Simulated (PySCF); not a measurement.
SMILES [SH][Sn]([SH])([CH3])[CH3] (C₂H₈S₂Sn) (PBE0/def2-SVP optimised geometry):

```
13

C     -1.384    -1.984     1.877
Sn    -0.813    -1.130     0.000
C     -1.511    -2.158    -1.753
S     -1.721     1.130     0.000
S      1.623    -1.130     0.000
H     -1.017    -1.350     2.696
H     -2.479    -2.053     1.936
H     -0.948    -2.988     1.974
H     -2.610    -2.171    -1.755
H     -1.156    -1.647    -2.659
H     -1.128    -3.188    -1.748
H     -1.476     1.334    -1.313
H      1.721    -0.744    -1.291
```

Calculation: PBE0/def2-TZVP, def2 effective core potentials past Kr (PySCF 2.14.0).

Q: What are the frontier orbital energies and the dipole moment?

A: HOMO-2 -8.52 eV, HOMO-1 -7.24 eV, HOMO -7.05 eV, LUMO -0.69 eV, LUMO+1 0.19 eV; dipole moment 2.54 D.

On the same geometry PBE/def2-TZVP, def2 effective core potentials past Kr (PySCF 2.14.0) gives HOMO-2 -7.35 eV, HOMO-1 -6.03 eV, HOMO -5.83 eV, LUMO -1.58 eV, LUMO+1 -0.65 eV; dipole moment 2.46 D.
